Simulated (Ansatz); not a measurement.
Species: C2H6OSi, SMILES `C=C(O)[SiH3]` (Si–C–O–H torsion 0°) (charge 0, multiplicity 1).

Question: Give a relaxed geometry from Ansatz (a program for electronic structure) with B3LYP-D3(BJ)/def2-TZVP.

Answer: This is not unique; one that fits is the end point of this relaxation, one of several conformers (outside a Z-matrix the atoms follow the SMILES, hydrogens last).
Cartesian coordinates (Å) in one orientation:
```xyz
10

C     -1.568    -0.410    -0.019
C     -0.460     0.328     0.041
O     -0.583     1.694     0.190
Si     1.251    -0.435    -0.070
H     -2.551     0.042     0.046
H     -1.508    -1.482    -0.135
H      0.281     2.115     0.220
H      2.024    -0.107     1.153
H      1.983     0.149    -1.222
H      1.129    -1.899    -0.226
```
